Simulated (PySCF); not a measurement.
Run record: geometry optimisation, `[CH3][GeH2][PH2]`.

Computed with PBE0-D3(BJ)/def2-SVP geometry optimisation, gas phase (PySCF 2.14.0). Start geometry: GFN2-xTB. The input is one job of a driver script: a line of settings, then coordinates in Å.

Input:
```
{"job": {"xc": "PBE0", "basis": "def2-SVP", "d3": "d3bj", "grid": 1, "maxiter": 30, "shake": 0.01, "kind": "geom"}, "charge": 0, "multiplicity": 1}
C     -1.464530    -0.543720    -0.141650
Ge     0.072830     0.677650    -0.069590
P      1.823260    -0.353810     0.981790
H     -2.305260    -0.016710    -0.597750
H     -1.763990    -0.844480     0.845150
H     -1.267960    -1.400890    -0.735870
H      0.409510     1.179690    -1.462660
H     -0.284690     1.936260     0.689560
H      2.056900    -1.211220    -0.054490
H      2.774370     0.556300     0.524470
```

Output:
```
step   0  E = -2459.83376962  max force = 0.029839
step   1  E = -2459.83869797  max force = 0.006883
step   2  E = -2459.83905340  max force = 0.001360
step   3  E = -2459.83907324  max force = 0.000273
step   4  E = -2459.83908105  max force = 0.000432
optimisation converged
```

Energies in Eh; «max force» is the largest Cartesian gradient component in Eh/bohr.

Problem. Give the first gradient maximum in eV/Å.

Solution. With 1 Eh/bohr = 51.422 eV/Å, 1.534 eV/Å.

Problem. How much energy does the optimisation release, in kcal/mol?

Solution. E(step 0) − E(last step) = 0.005311 Eh, which is 3.3 kcal/mol.

Main results: final energy -2459.83908 Eh after 4 steps; dipole 1.08 D.

Problem. Where do the atoms end?

Solution. 0.048 Å rms from the input after alignment:
```
atom  x, y, z in Å
C1    -1.3564   -0.5258   -0.1993
Ge2    0.1972    0.6578   -0.1625
P3     1.9463   -0.4404    0.9146
H4    -2.2181   -0.0065   -0.6435
H5    -1.6201   -0.8382    0.8211
H6    -1.1410   -1.4222   -0.7979
H7     0.5789    1.0847   -1.5964
H8    -0.1167    1.9255    0.6587
H9     2.1891   -1.3265   -0.1794
H10    2.9383    0.4939    0.4862
```

On an Arm Neoverse V1 with one thread, shared host with 64 logical CPUs at a one-minute load of 36, this took 17 s of wall time and 0.41 GiB of memory at its peak.
Labels such as C1 count atoms from 1, the log's own numbers from 0.
